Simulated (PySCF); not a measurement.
Breaking a bond: H2S2, SMILES SS. The S1–S3 bond (S1 also carries H; S3 carries H) is varied alone, starting from the PBE0/def2-TZVP optimised geometry.

Levels of theory: UHF/6-31G (PySCF); RHF/6-31G (PySCF); UKS-BLYP = unrestricted BLYP/6-31G (PySCF 2.14.0); RKS-BLYP = restricted BLYP/6-31G (PySCF); UKS-CAM-B3LYP = unrestricted CAM-B3LYP/6-31G (PySCF); RKS-CAM-B3LYP = restricted CAM-B3LYP/6-31G (PySCF); UKS-TPSSh = unrestricted TPSSh/6-31G run with PySCF 2.14.0; RKS-TPSSh = restricted TPSSh/6-31G run with PySCF 2.14.0.

Scanned distances (Å): 1.54, 1.64, 1.72, 1.83, 1.91, 1.97, 2.05, 2.10, 2.18, 2.27, 2.40, 2.52, 2.79, 3.06, 3.35, 3.64, 4.13, 4.53, 5.00, 5.54, 6.09, 7.10.

Problem. Where does the unrestricted solution first break spin symmetry (<S²> of 0.01 or more)?

Solution. UHF: between 2.27 and 2.40 Å; UKS-BLYP: between 2.79 and 3.06 Å; UKS-CAM-B3LYP: between 2.52 and 2.79 Å; UKS-TPSSh: between 2.79 and 3.06 Å.

```tsv
R / Å	<S²> UHF	E(RHF) − E(UHF) / kJ/mol	<S²> UKS-BLYP	E(RKS-BLYP) − E(UKS-BLYP) / kJ/mol	<S²> UKS-CAM-B3LYP	E(RKS-CAM-B3LYP) − E(UKS-CAM-B3LYP) / kJ/mol	<S²> UKS-TPSSh	E(RKS-TPSSh) − E(UKS-TPSSh) / kJ/mol
1.54	0.00	0.0	0.00	0.0	0.00	0.0	0.00	0.0
1.64	0.00	0.0	0.00	0.0	0.00	0.0	0.00	0.0
1.72	0.00	0.0	0.00	0.0	0.00	0.0	0.00	0.0
1.83	0.00	0.0	0.00	0.0	0.00	0.0	0.00	0.0
1.91	0.00	0.0	0.00	0.0	0.00	0.0	0.00	0.0
1.97	0.00	0.0	0.00	0.0	0.00	0.0	0.00	0.0
2.05	0.00	0.0	0.00	0.0	0.00	0.0	0.00	0.0
2.10	0.00	0.0	0.00	0.0	0.00	0.0	0.00	0.0
2.18	0.00	0.0	0.00	0.0	0.00	0.0	0.00	0.0
2.27	0.00	0.0	0.00	0.0	0.00	0.0	0.00	0.0
2.40	0.17	2.2	0.00	0.0	0.00	0.0	0.00	0.0
2.52	0.44	18.0	0.00	0.0	0.00	0.0	0.00	0.0
2.79	0.76	81.1	0.00	0.0	0.30	4.7	0.00	0.0
3.06	0.90	153.3	0.31	2.0	0.70	36.3	0.47	7.9
3.35	0.96	224.9	0.70	13.4	0.88	80.4	0.79	33.3
3.64	0.99	285.3	0.87	—	0.95	121.9	0.92	61.5
4.13	1.00	362.2	0.97	—	0.99	176.8	0.99	98.6
4.53	1.01	406.3	0.99	—	1.00	208.1	1.00	117.4
5.00	1.01	442.8	1.00	—	1.00	233.3	1.00	130.5
5.54	1.01	470.7	1.00	—	1.00	252.0	1.00	138.7
6.09	1.01	489.4	1.00	—	1.00	264.3	1.00	143.1
7.10	1.01	510.5	1.00	—	1.00	278.1	1.00	146.6
```

Dashes: no converged value, or the column stops at the first point that the program doubted or that broke a chosen test of continuity, which isn't proof of a fault.
